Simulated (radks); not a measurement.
The numbers below are computed, except where a source is named.
Q: Radial electron density D(r) = 4 pi r^2 rho(r) of an atom or ion with 6 electrons. Code: a radial shooting solver on a logarithmic mesh with Libxc functionals. Model: non-relativistic Kohn-Sham, SCAN, spin-polarised, spherical densities, point nucleus; meta-GGA in the generalised Kohn-Sham scheme.

r (bohr)  D(r) (e/bohr)  spin D(r)
0.009307         0.1245  0.0000408
0.01041          0.1537  0.0000505
0.01155          0.1867  0.0000616
0.01292          0.2298  0.0000762
0.01434          0.2782  0.0000928
0.01591          0.3361   0.000113
0.01779          0.4111   0.000140
0.01974          0.4944   0.000170
0.02191          0.5932   0.000207
0.0245           0.7194   0.000256
0.02719          0.8578   0.000312
0.03041           1.033   0.000387
0.03374           1.222   0.000475
0.03744           1.439   0.000584
0.04188           1.708   0.000734
0.04647           1.991   0.000913
0.05156           2.307    0.00114
0.05767           2.683    0.00147
0.06399           3.065    0.00187
0.07158           3.504    0.00246
0.07942           3.932    0.00320
0.08813           4.368    0.00421
0.09857           4.831    0.00571
0.1094            5.239    0.00764
0.1223            5.630     0.0105
0.1357            5.926     0.0142
0.1506            6.135     0.0193
0.1685            6.240     0.0268
0.1869            6.208     0.0363
0.2074            6.041     0.0489
0.232             5.710     0.0671
0.2574            5.274     0.0894
0.2879            4.693      0.120
0.3195            4.089      0.157
0.3545            3.464      0.202
0.3965            2.826      0.261
0.44              2.313      0.329
0.4882            1.915      0.408
0.5461            1.643      0.506
0.6059            1.540      0.605
0.6778            1.577      0.718
0.752             1.714      0.826
0.8345            1.906      0.925
0.9334            2.123       1.01
1.036             2.286       1.07
1.158             2.379       1.10
1.285             2.368       1.08
1.426             2.257       1.03
1.595             2.040      0.933
1.77              1.770      0.821
1.964             1.465      0.694
2.197             1.132      0.553
2.438            0.8441      0.427
2.727            0.5796      0.307
3.025            0.3862      0.215
3.357            0.2429      0.143
3.755            0.1373     0.0861
4.166           0.07545     0.0504
4.623           0.03871     0.0276
5.171           0.01739     0.0133
5.738          0.007629    0.00617
6.418          0.002858    0.00244
7.121          0.001043   0.000930

What is the nuclear charge?

A: Z = 6. The innermost maximum, from 1s, lies near 1/Z = 0.167 bohr (found: 0.173), and its height grows with Z. The density is that of neutral carbon in [He] 2s2 2p(up 2, down 0); the configuration itself is not fixed sharply by these data. D(r) has 2 maxima, at r = 0.173, 1.21 bohr, and minima at 0.621 bohr, inside which lie 2.13 electrons.
